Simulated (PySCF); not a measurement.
C₂H₃O₂ (SMILES [CH2]C(=O)O), doublet, geometry from GFN2-xTB. Base run: BLYP/STO-3G in PySCF.

PySCF was given this input:
```python
from pyscf import gto, scf, dft

mol = gto.M(
    atom='''
C     0.04765939    0.08243276   -0.05118241
O     0.27214038    1.15850639   -0.57845970
O    -1.15674511   -0.20174152    0.49367599
H    -1.74941322    0.55735887    0.38773571
C     0.98018779   -0.98897084    0.06432854
H     0.69019151   -1.90286014    0.54732555
H     1.96897649   -0.86938916   -0.33566831
''',
    basis='sto-3g',
    spin=1,
    verbose=4,
)

mf = dft.UKS(mol)
mf.xc = 'blyp'
mf.kernel()
```

Each row names what was changed in the base input (with any setting that the change needs).

| change | ΔE vs base (µEh) | SCF cycles | <S^2> | outcome |
|---|---|---|---|---|
| base | 0.0 | 12 | 0.758 | converged |
| diis_space = 2 | - | 50 | - | not converged |
| init_guess = sap | 0.0 | 13 | 0.758 | converged |
| conv_tol = 1e-11 | 0.0 | 13 | 0.758 | converged |
| diis = off (with mf.max_cycle = 100) | - | 100 | - | not converged |
| level_shift = 1.0 (with mf.max_cycle = 100) | - | 88 | - | not converged |
| conv_tol = 1e-6 | 0.8 | 9 | 0.758 | converged |
| level_shift = 0.3 (with mf.max_cycle = 100) | 0.0 | 28 | 0.758 | converged |
| init_guess = huckel | - | 50 | - | not converged |
| level_shift = 0.5 (with mf.max_cycle = 100) | 0.0 | 39 | 0.758 | converged |
| init_guess = vsap | 0.0 | 13 | 0.758 | converged |
| diis_space = 20 | 0.0 | 12 | 0.758 | converged |
| DIIS = EDIIS | - | 50 | - | not converged |

Open shells are given as the SCF converged; they aren't shown to be the lowest states, and a large step between rows can be another state.
